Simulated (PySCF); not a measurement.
## State search for HgH

Unrestricted PBE0; basis Hg def2-SVPD with ECP60, H def2-SVPD; scalar-relativistic core potentials; PySCF 2.14. Outer shells of the fragments: Hg 5d10 6s2; H 1s1.

Followed along the bond (rough minima from three points):

```
2Ms+1   unpaired  ⟨S²⟩ at the start  R at minimum (Å)  Te (eV)
    2        σ ↑               0.76              1.80     0.00
    4  σ ↑↑, π ↑               3.76  none in the scan   ≤ 6.07
```

Solutions found at the starting distance of 1.695 Å, counted from the lowest of them; the search is not exhaustive and high or unbound solutions are not listed, so other states can lie among these:

```
2Ms+1   unpaired  term  E (eV)  ⟨S²⟩  ⟨Lz²⟩  μ (D)
    2        σ ↑   ²Σ⁺    0.00  0.76   0.00  -0.24
    2        π ↑    ²Π    3.49  0.77   1.00  -0.82
    4  σ ↑↑, π ↑    ⁴Π    6.45  3.76   1.02   0.98
    4      σ ↑↑↑   ⁴Σ⁺    9.75  3.75   0.00   1.97
```

A term symbol is given only where ⟨S²⟩ and ⟨Lz²⟩ are close to those of a pure state; real π, δ and φ orbitals otherwise mix terms. A positive dipole means Hg(−)H(+).

The measured ground state is X ²Σ+ (Huber and Herzberg, Constants of Diatomic Molecules (1979)).

Spin–orbit coupling is left out. Counting both spins, an empty level lies below a filled one in some of these solutions, because spin and occupation are held.
